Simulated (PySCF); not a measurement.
SMILES c1csc(Sc2nccs2)c1 (C7H5NS3) (GFN2-xTB optimised geometry):

```
16

C     -0.491    -3.510    -0.314
C     -1.095    -3.100     0.831
S     -0.414    -1.653     1.453
C      0.695    -1.588     0.124
S      1.925    -0.339    -0.002
C      0.922     1.082     0.000
N     -0.364     1.082     0.000
C     -0.859     2.341     0.002
C      0.065     3.333     0.000
S      1.660     2.674     0.000
C      0.544    -2.644    -0.723
H     -0.776    -4.393    -0.857
H     -1.912    -3.559     1.351
H     -1.925     2.471     0.003
H     -0.082     4.393    -0.001
H      1.144    -2.784    -1.602
```

Calculation: B3LYP/def2-TZVP run with PySCF.

Task: What are the frontier orbital energies and the dipole moment?

Result: HOMO-2 -7.00 eV, HOMO-1 -6.90 eV, HOMO -5.96 eV, LUMO -1.20 eV, LUMO+1 -0.90 eV; dipole moment 0.85 D.

Meta-Löwdin charges at B3LYP/def2-TZVP: C1 -0.15, C2 -0.26, S3 0.33, C4 -0.23, S5 0.20, C6 -0.10, N7 -0.27, C8 -0.04, C9 -0.29, S10 0.26, C11 -0.14, H12 0.13, H13 0.14, H14 0.13, H15 0.14, H16 0.13.
